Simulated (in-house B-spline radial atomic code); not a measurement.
Radial electron density of the osmium ion Os⁺, [Xe] 4f14 5d6 6s1. Method: scalar-relativistic (X2C) SCAN, spin-polarised, spherical fractional occupations, Fermi nucleus of rms radius 5.4126 fm. Calculated with an all-electron radial atomic-structure program (B-spline basis).

One-electron X2C: radii and densities carry no picture-change correction, so inner-shell <1/r> comes out high (for 1s by about 2 % at Z = 33, 5 % at 54, 10 % at 75, 30 % at 118) and <r> low.

Columns: r (bohr), 4πr²n(r) (electrons per bohr), bar.

```
0.000329    3.145 #
0.000412    4.301 #
0.000515    5.843 ##
0.000643    7.891 ##
0.000805    10.64 ###
 0.00101    14.31 ####
 0.00126    18.97 ######
 0.00157    24.88 ########
 0.00197    32.56 ##########
 0.00246    41.77 #############
 0.00308     52.8 #################
 0.00385    65.18 ####################
 0.00481    78.25 ########################
 0.00602    90.91 ############################
 0.00752    101.2 ################################
 0.00941    107.3 ##################################
  0.0118    107.7 ##################################
  0.0147    102.7 ################################
  0.0184    95.39 ##############################
   0.023    91.81 #############################
  0.0288    98.11 ###############################
   0.036    115.1 ####################################
   0.045    134.3 ##########################################
  0.0562    140.8 ############################################
  0.0703    128.1 ########################################
   0.088    110.7 ###################################
    0.11    111.2 ###################################
   0.138    126.8 ########################################
   0.172    124.3 #######################################
   0.215    92.77 #############################
   0.269    68.62 #####################
   0.336    74.66 #######################
   0.421    80.87 #########################
   0.526    62.11 ###################
   0.658    36.59 ###########
   0.822    23.09 #######
    1.03    17.27 #####
    1.29    12.07 ####
    1.61    7.073 ##
    2.01     3.78 #
    2.51    1.945 #
    3.14   0.8752 
    3.93   0.2924 
    4.92  0.06273 
    6.15 0.007902 
    7.69 0.0005158 
    9.61 1.563e-05
```

On this grid the curve has 4 maxima, near 0.0118, 0.0562, 0.138, 0.421 bohr.

The 5d down radial function P(r) = rR(r), positive near the nucleus:

```json
{"r (bohr)": "0.00752", "P": "0.001448"}
{"r (bohr)": "0.0118", "P": "0.004629"}
{"r (bohr)": "0.0184", "P": "0.01392"}
{"r (bohr)": "0.0288", "P": "0.03907"}
{"r (bohr)": "0.045", "P": "0.09582"}
{"r (bohr)": "0.0703", "P": "0.189"}
{"r (bohr)": "0.11", "P": "0.2548"}
{"r (bohr)": "0.172", "P": "0.1237"}
{"r (bohr)": "0.269", "P": "-0.2344"}
{"r (bohr)": "0.421", "P": "-0.3543"}
{"r (bohr)": "0.658", "P": "0.1344"}
{"r (bohr)": "1.03", "P": "0.7149"}
{"r (bohr)": "1.61", "P": "0.7781"}
{"r (bohr)": "2.51", "P": "0.4643"}
{"r (bohr)": "3.93", "P": "0.1636"}
{"r (bohr)": "6.15", "P": "0.02724"}
{"r (bohr)": "9.61", "P": "0.001527"}
```
